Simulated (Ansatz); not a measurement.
A run for Ansatz (a quantum-chemistry and plane-wave program): R-PBE0/def2-TZVPP on WO, 2S+1 = 1, a spin state set in the input, which need not be the lowest. Elements past Kr take the def2 small-core potentials; no spin–orbit coupling.

Ansatz 0.2 input:
```yaml
crystal:
  periodic: [false, false, false]
  atoms:
    - {symbol: W, position_ang: [0.00000000, 0.00000000, 0.00000000]}
    - {symbol: O, position_ang: [0.00000000, 0.00000000, 2.16600000]}
basis:
  gaussian:
    orbitals: def2-TZVPP
hamiltonian:
  xc: {name: PBE0}
relax: {f_tol: 0.002, max_steps: 120}
```

Give the final energy of this run.

-142.1553 hartree.

How many basis functions does it have, and what does it roughly cost on one machine?

87 functions; roughly 12 core-seconds.
